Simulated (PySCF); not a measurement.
# Nonlinear optical response: SMILES CC(C)=C=C(C)F, C6H9F

Cartesian coordinates in Å; atom numbers follow the order of the lines, from 1:
```xyz
16

C    -2.2771    1.7293    0.6469
C    -1.4488    0.4732    0.6598
C    -2.1517   -0.7873    1.0855
C    -0.1796    0.4760    0.3140
C     1.0957    0.4841    0.0099
C     2.2414    0.7016    0.9352
F     1.4993    0.2832   -1.2633
H    -2.6945    1.9253    1.6489
H    -1.6918    2.6027    0.3325
H    -3.1339    1.6156   -0.0381
H    -3.0096   -0.9900    0.4228
H    -1.4819   -1.6564    1.0660
H    -2.5567   -0.6758    2.1054
H     2.9207   -0.1657    0.9108
H     2.8232    1.5835    0.6218
H     1.8916    0.8524    1.9638
```

Method used: PySCF 2.14.0, quadratic response CAM-B3LYP/aug-cc-pVDZ first hyperpolarisability, Taylor convention, gas phase. Geometry: PBE0-D3(BJ)/def2-SVP.

What is the first hyperpolarisability, and how does it disperse?

In au, Taylor convention; the vector part is βᵢ = ⅓ Σⱼ (βᵢⱼⱼ + βⱼᵢⱼ + βⱼⱼᵢ); β∥ is 3/5 of the vector part along the dipole, the dipole points from − to +:
```tsv
process	λ (nm)	β vector norm	β∥	β HRS	depolarisation ratio
static β(0;0,0)	∞	142.6	-80.5	56.2	6.00
second harmonic β(−2ω;ω,ω)	1907	147.8	-83.3	58.2	6.01
Pockels β(−ω;ω,0)	1907	144.3	-81.4	–	–
second harmonic β(−2ω;ω,ω)	1064	160.8	-90.1	63.1	6.04
Pockels β(−ω;ω,0)	1064	148.2	-83.5	–	–
```

Which lowest excitations, dipole and polarisabilities go with it?

S1 5.16 eV (f = 0.001); S2 6.01 eV (f = 0.009); S3 6.40 eV (f = 0.002); dipole 2.19 D; isotropic α 81.8 au static, 82.0 au at 1907 nm, 82.7 au at 1064 nm, 82.9 au at 953.5 nm, 85.6 au at 532 nm.
